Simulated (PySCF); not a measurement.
A geometry optimisation on `FC(F)(F)[SiH2][SeH]`.

Method: PBE0-D3(BJ)/def2-SVP geometry optimisation, gas phase (PySCF 2.14.0). Start geometry: GFN2-xTB. A driver script takes a list of jobs; this job's settings line and coordinates (Å) are shown.

Command:
```bash
OMP_NUM_THREADS=1 python probes_run.py task.json out
```

Input:
```
{"job": {"xc": "PBE0", "basis": "def2-SVP", "d3": "d3bj", "grid": 1, "shake": 0.01, "kind": "geom"}, "charge": 0, "multiplicity": 1}
F     -1.515000     0.138310     1.370360
C     -1.039140     0.225480     0.119460
F     -2.030850    -0.173340    -0.716390
F     -0.806110     1.546050    -0.136790
Si     0.572820    -0.860670    -0.086760
Se     2.310760     0.578780    -0.174760
H      0.620540    -1.685460     1.121200
H      0.385750    -1.587340    -1.322370
H      1.559040     1.801040    -0.207690
```

Output:
```
step   0  E = -3029.13097369  max force = 0.021590
step   1  E = -3029.13503667  max force = 0.006196
step   2  E = -3029.13560799  max force = 0.004054
step   3  E = -3029.13598417  max force = 0.002695
step   4  E = -3029.13645438  max force = 0.003412
step   5  E = -3029.13771813  max force = 0.011438
step   6  E = -3029.13846560  max force = 0.010476
step   7  E = -3029.13969043  max force = 0.003478
step   8  E = -3029.13998063  max force = 0.002380
step   9  E = -3029.14002866  max force = 0.001519
step  10  E = -3029.14005963  max force = 0.000925
step  11  E = -3029.14006510  max force = 0.000850
step  12  E = -3029.14006667  max force = 0.000978
step  13  E = -3029.14006575  max force = 0.000418
optimisation converged
```

Energies in Eh; «max force» is the largest Cartesian gradient component in Eh/bohr.

Problem. Give the first gradient maximum in eV/Å.

Solution. With 1 Eh/bohr = 51.422 eV/Å, 1.110 eV/Å.

Problem. How much energy does the optimisation release, in kcal/mol?

Solution. E(step 0) − E(last step) = 0.009092 Eh, which is 5.7 kcal/mol.

Summary of the converged run: final energy -3029.14007 Eh after 13 steps; dipole 1.61 D.

Problem. Estimate the wall time. Hardware: one thread, Arm Neoverse N1 (aarch64), no GPU, shared host with 64 logical CPUs at a one-minute load of 37. And the peak memory of the process?

Solution. About 2.3 min, with 0.51 GiB resident at the peak, the Python interpreter and its libraries included.
Labels such as C1 count atoms from 1, the log's own numbers from 0.
